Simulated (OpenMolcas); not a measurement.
# Sm2+ in a point-charge field

Sm2+ among 6 point charges of -2 e arranged as an octahedron (Oh), 2.76 Å from the ion.
```
   2.7600    0.0000    0.0000  -2.00
   0.0000    2.7600    0.0000  -2.00
  -2.7600    0.0000    0.0000  -2.00
   0.0000   -2.7600    0.0000  -2.00
   0.0000    0.0000    2.7600  -2.00
   0.0000    0.0000   -2.7600  -2.00
```

```yaml
Program: OpenMolcas
Method: CASSCF
Basis: ANO-RCC-VDZP [7s6p4d2f1g]
Scalar_Hamiltonian: DKH2, point nucleus
Active_space: 6 electrons in 7 orbitals (4f)
State_averaging: 2S+1 = 7 even, 7 roots; 2S+1 = 5 even, 91 roots kept (CI in the orbitals of an earlier block, 86 in the spin-orbit step); 2S+1 = 3 even, 91 roots kept (CI in the orbitals of an earlier block, 75 in the spin-orbit step); 2S+1 = 1 even, 1 root kept (CI in the orbitals of an earlier block, 0 in the spin-orbit step)
Spin-orbit_coupling: state interaction with AMFI integrals over the reference wave functions
```

The lowest spin-free states (labels of O, the rotations of Oh), above the lowest:

```csv
State,Degeneracy,E (cm-1),Free-ion L (%)
7T1,3,0.0,F (100)
7T2,3,271.1,F (100)
7A2,1,540.5,F (100)
5T2,3,21794,D (100)
5E,2,21901,D (100)
5T2,3,24770,L (100)
5E,2,24799,L (100)
5T1,3,24886,L (100)
5T2,3,25004,L (99)
5E,2,25266,L (99)
5T1,3,25279,L (99)
5A1,1,25299,L (99)
5A1,1,26016,G (99)
5T1,3,26071,G (99)
5E,2,26115,G (99)
5T2,3,26277,G (99)
5T1,3,30020,H (100)
5T2,3,30134,H (100)
5E,2,30385,H (100)
5T1,3,30436,H (100)
```

The lowest levels with spin-orbit coupling:

```csv
E (cm-1),Degeneracy,Label,2S+1,J,|mJ| (%)
0.0,1,A1,7,0.12,0 (100)
274.9,3,T1,7,1.05,1 (66)
699.9,2,E,7,2.01,2 (50)
834.0,3,T2,7,2.07,1 (65)
1420,1,A2,7,3.01,2 (100)
1484,3,T2,7,2.99,1 (42)
1511,3,T1,7,3.02,3 (41)
2173,3,T2,7,3.99,3 (58)
2313,2,E,7,4.01,2 (50)
2356,3,T1,7,4.00,1 (58)
2402,1,A1,7,4.01,0 (58)
3113,3,T1,7,4.99,3 (58)
3131,2,E,7,5.00,2 (50)
3191,3,T2,7,5.03,2 (33)
3266,3,T1,7,5.01,5 (35)
4075,2,E,7,5.99,0 (43)
4087,3,T2,7,5.99,1 (53)
4119,1,A2,7,5.99,2 (69)
4257,3,T2,7,5.97,5 (41)
4280,3,T1,7,5.98,4 (33)
```

Powder χT (cm3 K/mol): 0.0151 at 2 K, 0.0755 at 10 K, 0.378 at 50 K, 0.745 at 100 K, 1.24 at 200 K, 1.54 at 300 K. The effective moment at 300 K is 2.828 √(χT) = 3.51 μB.

Hund's rules give f6 a J = 0 ground level with no moment of its own; the computed χT of 1.536 cm3 K/mol at 300 K comes from higher levels.

High states are left out of the spin-orbit mixing, which shifts the levels that they would mix with. This is an electrostatic model: the charges have no orbitals. The first state left out of the spin-orbit step lies near 43000 cm-1 above the lowest spin-free state of the reference (among the parities and spins computed), and the lists stop at four fifths of that energy or lower. No measured value stands beside these numbers.
